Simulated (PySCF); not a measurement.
Species: C₂H₄OSSi.
Geometry (PBE0-D3(BJ)/def2-SVP, Å), atoms numbered from 1 in this order:
```
atom  x, y, z in Å
C1     2.2108   -0.2158   -0.4052
C2     1.0597   -0.2786   -0.0144
Si3   -0.6813   -0.3561    0.5560
O4    -1.6379   -1.0263   -0.6181
S5    -1.2266    1.6343    1.1349
H6     3.2295   -0.1618   -0.7478
H7    -0.8509   -1.2231    1.7416
H8    -1.6393   -0.6074   -1.4839
H9    -0.4085    2.2235    0.2357
```

Theory: PBE0-D3(BJ)/def2-SVP geometry optimisation, gas phase in PySCF.

Take the most abundant isotopes and a rigid rotor. The values belong to one conformer with, in the numbering `[CH:1]#[C:2][Si@H:3]([OH:4])[SH:5]`, C2–Si3–O4–H -57°, C2–Si3–S5–H 31°.

(1) Give the principal moments of inertia and the rotational constants in GHz.

(2) What kind of rotor is it?

(3) Is it planar, by Δ = Ic − Ia − Ib?

(4) Give the other two planar moments, Paa and Pbb, and the rms extents of the mass along the axes.

(5) Which types of transition are allowed, and where do some lines up to J = 3 fall?

Results:

(1) Ia = 127.03, Ib = 219.49, Ic = 317.48 u·Å²; 505379 MHz·u·Å²/I gives 3979, 2303 and 1592 MHz, that is A = 3.9786, B = 2.3025, C = 1.5918 GHz.

(2) An asymmetric top. Ray's parameter κ = (2B − A − C)/(A − C) = -0.404; −1 is the prolate and +1 the oblate limit.

(3) Not planar: Δ = Ic − Ia − Ib = -29.03 u·Å². For a rigid frame Δ = −2 Σ m c², so Σ m c² = 14.52 u·Å² lies off the ab plane: 6.59 from hydrogen and 7.93 from heavier atoms. The atom farthest from that plane is 1.85 Å away.

(4) Paa = Σ m a² = (Ib + Ic − Ia)/2 = 204.97 and Pbb = Σ m b² = (Ia + Ic − Ib)/2 = 112.51 u·Å². With the mass M = 103.98 u, the rms extents √(P/M) along a, b and c are 1.40, 1.04, 0.37 Å.

(5) The dipole components are |μa| = 1.75 D, |μb| = 0.78 D, |μc| = 1.87 D. The squared components, which scale the intensities, stand as 0.87 : 0.18 : 1.00 (a : b : c). Some of the stronger lines:

| type | branch | J(Ka,Kc) | MHz | lower level (cm⁻¹) |
| --- | --- | --- | --- | --- |
| a | Q | 1(1,0) ← 1(1,1) | 711 | 0.186 |
| a | Q | 3(2,1) ← 3(2,2) | 845 | 1.050 |
| c | Q | 2(1,2) ← 2(0,2) | 1148 | 0.384 |
| c | Q | 3(2,2) ← 3(1,2) | 4095 | 0.914 |
| b | Q | 3(1,2) ← 3(0,3) | 4875 | 0.751 |
| b | Q | 3(2,1) ← 3(1,2) | 4940 | 0.914 |
| c | Q | 2(2,1) ← 2(1,1) | 5028 | 0.493 |
| b | Q | 2(2,0) ← 2(1,1) | 5210 | 0.493 |
| b | R | 1(1,1) ← 0(0,0) | 5570 | 0.000 |
| a | R | 2(1,2) ← 1(1,1) | 7078 | 0.186 |
| b | Q | 2(2,1) ← 2(1,2) | 7160 | 0.422 |
| b | Q | 3(2,2) ← 3(1,3) | 8329 | 0.773 |
| a | R | 2(1,1) ← 1(1,0) | 8499 | 0.210 |
| c | Q | 3(3,1) ← 3(2,1) | 9415 | 1.079 |
| b | Q | 3(3,0) ← 3(2,1) | 9445 | 1.079 |
| a | R | 3(1,3) ← 2(1,2) | 10515 | 0.422 |
| c | R | 2(1,1) ← 1(0,1) | 10886 | 0.130 |
| a | R | 3(0,3) ← 2(0,2) | 11021 | 0.384 |
| b | R | 3(1,3) ← 2(0,2) | 11662 | 0.384 |
| a | R | 3(2,2) ← 2(2,1) | 11683 | 0.661 |
| a | R | 3(2,1) ← 2(2,0) | 12345 | 0.667 |
| c | R | 2(2,0) ← 1(1,0) | 13710 | 0.210 |
| b | R | 2(2,0) ← 1(1,1) | 14421 | 0.186 |
| b | R | 3(2,2) ← 2(1,1) | 16711 | 0.493 |
| c | R | 3(2,1) ← 2(1,1) | 17556 | 0.493 |
| c | R | 3(3,1) ← 2(2,1) | 21942 | 0.661 |

PBE0-D3(BJ)/def2-SVP frequencies: not computed here. Constants of a rigid frame at the computed geometry: no zero-point averaging, no centrifugal distortion.

Time: 87 s; peak memory 0.41 GiB. Hardware: one thread, Arm Neoverse V1 (aarch64), on a shared host. These figures are those of the optimisation.
